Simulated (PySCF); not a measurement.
Spin-rotation constants: `O(C(C)=O)CCC(F)(F)F`, C5H7F3O2

Geometry:
```tsv
atom	x (Å)	y (Å)	z (Å)
C1	3.099	-0.228	-0.021
C2	1.710	-0.026	-0.555
O3	1.319	-0.359	-1.640
O4	0.927	0.578	0.359
C5	-0.418	0.834	-0.017
C6	-1.258	-0.447	0.008
C7	-2.719	-0.133	-0.232
F8	-2.932	0.474	-1.408
F9	-3.226	0.681	0.709
F10	-3.477	-1.238	-0.226
H11	3.327	0.523	0.729
H12	3.813	-0.191	-0.839
H13	3.153	-1.213	0.439
H14	-0.439	1.269	-1.023
H15	-0.791	1.555	0.713
H16	-1.171	-0.937	0.980
H17	-0.923	-1.130	-0.776
```

Computed, not measured: GIAO HF/pcSseg-1 magnetisability, rotational g tensor and spin-rotation constants, non-relativistic, gas phase (PySCF). Geometry: GFN2-xTB.

**Question.** Give the nuclear spin-rotation constants along the inertial axes (H = +C I·J) beside the isotropic shieldings.

**Answer.** Rotational constants 3.2447, 0.5774, 0.5546 GHz. A star marks the isotopologue with that one atom substituted, in its own axes.
| atom | isotope | Caa (kHz) | Cbb (kHz) | Ccc (kHz) | mean (kHz) | σ (ppm) |
| --- | --- | --- | --- | --- | --- | --- |
| F8 | 19F | 4.566 | 0.450 | 0.429 | 1.815 | 298.8 |
| F9 | 19F | 4.007 | 0.494 | 0.485 | 1.662 | 298.6 |
| F10 | 19F | 3.508 | 0.542 | 0.610 | 1.553 | 289.5 |
| H11 | 1H | -0.326 | 0.006 | -0.060 | -0.127 | 30.0 |
| H12 | 1H | -0.107 | -0.041 | -0.052 | -0.067 | 30.0 |
| H13 | 1H | -0.339 | -0.072 | 0.017 | -0.131 | 29.8 |
| H14 | 1H | -0.299 | -0.034 | 0.001 | -0.111 | 27.4 |
| H15 | 1H | -0.287 | 0.014 | -0.054 | -0.109 | 28.1 |
| H16 | 1H | -0.344 | -0.050 | -0.005 | -0.133 | 30.0 |
| H17 | 1H | -0.262 | 0.006 | -0.061 | -0.105 | 28.9 |
| C1 | 13C* | 0.372 | 0.080 | 0.088 | 0.180 | 170.3 |
| C2 | 13C* | 1.592 | 0.223 | 0.138 | 0.651 | 12.3 |
| O3 | 17O* | -1.552 | -0.371 | -0.052 | -0.658 | -98.2 |
| O4 | 17O* | -0.724 | -0.117 | -0.074 | -0.305 | 168.3 |
| C5 | 13C* | 0.502 | 0.125 | 0.106 | 0.244 | 137.4 |
| C6 | 13C* | 0.458 | 0.100 | 0.084 | 0.214 | 159.3 |
| C7 | 13C* | 0.843 | 0.162 | 0.156 | 0.387 | 76.4 |

For the geometry as given, no vibrational averaging.
